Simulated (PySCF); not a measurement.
C3H8FNSi, SMILES CC/N=C/[SiH2]F.

Coordinates come from a PBE0-D3(BJ)/def2-SVP optimisation. The structure was generated by enumeration; whether it is a known compound was not checked. The values are those of a single conformer.

Vertical ionisation energy (IE) and electron affinity (EA) in eV. Rows of orbital energies are one-electron estimates. Where ΔSCF, EOM or ADC give a negative EA the extra electron is unbound and the value depends on the basis.

```json
[
 {"level": "−ε(HOMO), −ε(LUMO), HF/def2-TZVP (PySCF)", "IE": "10.95", "EA": "-2.75"},
 {"level": "−ε(HOMO), −ε(LUMO), PBE/def2-TZVP (PySCF)", "IE": "5.98", "EA": "2.19"}
]
```
